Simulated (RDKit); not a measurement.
A run for RDKit: UFF on CH4S (SMILES CS).

```python
from rdkit import Chem
from rdkit.Chem import AllChem, rdDetermineBonds

blocks = [
'''6

C     0.22612693    1.17842446    2.81184863
S     0.62349914   -0.52910083    2.30399625
H    -0.14104048    1.19934672    3.83476581
H     1.16055890    1.73304222    2.75476458
H    -0.49346416    1.62526909    2.13086053
H    -0.62355323   -1.02449205    2.37116449
''',
]
mol = None
for b in blocks:
    f = Chem.MolFromXYZBlock(b)
    rdDetermineBonds.DetermineBonds(f, charge=0)
    mol = f if mol is None else Chem.CombineMols(mol, f)
Chem.SanitizeMol(mol)
print(Chem.MolToSmiles(Chem.RemoveHs(mol)))
ff = AllChem.UFFGetMoleculeForceField(mol, vdwThresh=100.0, ignoreInterfragInteractions=False)
e = ff.CalcEnergy()
print(f'UFF energy {e:.6f} kcal/mol')
```

Output:

```
CS
UFF energy 2.101198 kcal/mol
```

The run finished.

Cost: roughly 0.03 core-seconds.
